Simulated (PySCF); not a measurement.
C4H3BrF2.
Numbering: `[CH2:1]=[C:2]([F:3])/[C:4]([F:5])=[CH:6]\[Br:7]` (hydrogens: H8, H9 on C1; H10 on C6)

Method: PySCF, PBE0-D3(BJ)/def2-SVP geometry optimisation, gas phase; density fitting, grid level 1; the optimiser is geomeTRIC in internal coordinates, started from a GFN2-xTB structure.

At the end of the run (lengths in Å): C2–F3 1.328, C1–H8 1.090, C4–F5 1.337, C1–H9 1.088, C6–H10 1.092, C6–Br7 1.859, C2–C4 1.462, C4–C6–Br7 127.9°, C1–C2–F3 121.0°, C1–C2–C4 124.3°, F5–C4–C6 116.7°, C1–C2–C4–F5 1°, C2–C4–C6–Br7 0°.

Problem. These geometries were met on the way; a selection of coordinates is given. Order them by energy above the end point, lowest first.
A. C2–F3 1.325, C1–H8 1.091, C4–F5 1.335, C1–H9 1.089, C6–H10 1.094, C6–Br7 1.858, C2–C4 1.464, C4–C6–Br7 128.3°, C1–C2–F3 121.5°, C1–C2–C4 123.7°, F5–C4–C6 117.1°, C1–C2–C4–F5 6°, C2–C4–C6–Br7 3°
B. C2–F3 1.345, C1–H8 1.074, C4–F5 1.353, C1–H9 1.073, C6–H10 1.079, C6–Br7 1.867, C2–C4 1.455, C4–C6–Br7 126.0°, C1–C2–F3 120.0°, C1–C2–C4 125.2°, F5–C4–C6 116.1°, C1–C2–C4–F5 0°, C2–C4–C6–Br7 0°
C. C2–F3 1.328, C1–H8 1.091, C4–F5 1.337, C1–H9 1.088, C6–H10 1.091, C6–Br7 1.859, C2–C4 1.462, C4–C6–Br7 128.1°, C1–C2–F3 120.7°, C1–C2–C4 124.4°, F5–C4–C6 116.6°, C1–C2–C4–F5 3°, C2–C4–C6–Br7 0°

Solution. C (0.001 eV), A (0.013 eV), B (0.033 eV).

```json
{"step": "5", "E above end (eV)": "0.001", "rms distance from the end, all atoms (Å)": "0.012", "largest force (eV/Å)": "0.061", "rms shift of all bonds from the end (Å)": "0.000"}
{"step": "1", "E above end (eV)": "0.013", "rms distance from the end, all atoms (Å)": "0.038", "largest force (eV/Å)": "0.357", "rms shift of all bonds from the end (Å)": "0.002"}
{"step": "0", "E above end (eV)": "0.033", "rms distance from the end, all atoms (Å)": "0.031", "largest force (eV/Å)": "0.847", "rms shift of all bonds from the end (Å)": "0.012"}
```

Rows stand in the order of the answer.
